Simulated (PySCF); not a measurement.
**Ni (nickel, neutral): UHF calculation**

Configuration: [Ar] 3d7 4s2 4p1, one real determinant (an excited configuration). Calculation: PySCF 2.14, in aug-cc-pVDZ; no relativity, point nucleus.

- Total energy: -1506.634946 hartree
- One-electron energy: -2085.1312 hartree
- Hartree (Coulomb) energy: 640.0126 hartree
- Exchange energy: -61.5164 hartree
- Kinetic energy: 1507.18891 hartree
- ⟨S²⟩: 6.0103
- ⟨L²⟩: 13.935
- Sum of ⟨r⟩: 23.27 bohr
- Sum of ⟨r²⟩: 44.78 bohr²
- Traceless quadrupole moment −½Σ⟨3z² − r²⟩ along its main axis: -6.45 e·bohr²
- Density at the nucleus (Gaussians lack the cusp): 14800 bohr⁻³
- Spin density at the nucleus: 1.07 bohr⁻³
- Langevin diamagnetic susceptibility: -35.5 ×10⁻⁶ cm³/mol

```tsv
shell	electrons	mean orbital energy (eV)	spread (eV)	rms radius, mean of both spins (bohr)
1s α	1	-8324.5	0	0.0635
1s β	1	-8324.3	0	0.0635
2s α	1	-1042.6	0	0.268
2s β	1	-1039.2	0	0.268
2p α	3	-907.02	0.269	0.239
2p β	3	-903.70	0.040	0.239
3s α	1	-145.69	0	0.799
3s β	1	-137.46	0	0.799
3p α	3	-102.31	0.468	0.842
3p β	3	-92.394	0.828	0.842
3d α	5	-29.609	1.676	1.02
3d β	2	-25.583	0.267	1.02
4s α	1	-11.636	0	2.89
4s β	1	-9.344	0	2.89
4p α	1	-5.717	0	3.83
```

⟨L²⟩ = 13.94 against 20 for a pure G term, so this real determinant mixes terms.

Spin-orbit constants ζ (cm⁻¹) from the X2C one-electron operator on these orbitals (non-relativistic here): bare nucleus, nucleus screened by l(l+1)(2l+1)/3 electrons, and screened by the Breit-Pauli mean field of the electrons.

```csv
shell,bare,screened nucleus,mean field
2p,93960,87240,84100
3p,11910,11050,10580
3d,1288,827.9,758.9
4p,402.1,373.4,352.9
```

To first order the Landé constant is A = -120.2 cm⁻¹, so the lowest level has J = 6 and lies 0.119 eV below the centre of the term. This holds in LS coupling only.
